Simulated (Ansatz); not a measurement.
A made-up structure of SnSiH4O, singlet:

```xyz
7
angstrom
O 0.2654 -2.4463 1.9128
Si 0.2464 1.0342 -0.1566
Sn -0.3399 -1.4471 0.2283
H -1.2529 -2.2119 -0.9847
H -0.2958 1.4749 -1.3928
H -0.2979 1.8045 0.9050
H 1.6594 1.1739 -0.1786
```

It is relaxed with PBE-D4/def2-SVP and then PBE0-D4/def2-TZVP (Ansatz 0.2.0). Atoms count as bonded within 1.22 times the sum of their covalent radii (H–H: 0.88 Å). The end point is not checked to be a true minimum.

Does its bonding change? (Judge from chemistry; the calculation decides.)

Computed: No: no bond forms or breaks.

Where it ends: The first stage lowers the energy by 0.58 eV in 5 steps. It ends as SnSiH₄O ([O][SnH][SiH3]):
```xyz
7
angstrom
O 0.2118 -2.3734 1.7731
Si 0.2504 1.0242 -0.1434
Sn -0.3140 -1.4590 0.2824
H -1.2392 -2.2509 -0.9374
H -0.3290 1.4549 -1.4407
H -0.3229 1.8237 0.9673
H 1.7275 1.1629 -0.1680
```

Labels in which every atom is bracketed show which atoms are joined, not bond orders.

For scale, one of the runs: PBE0-D4/def2-TZVP relaxation, 142 basis functions, launched by `ansatz run in.yaml --threads 2 --pin off --events-out ev --progress --plain --max-ram 4352MiB`. The run took about 18 s on 2 CPU threads of an Arm Neoverse V2 (shared host).
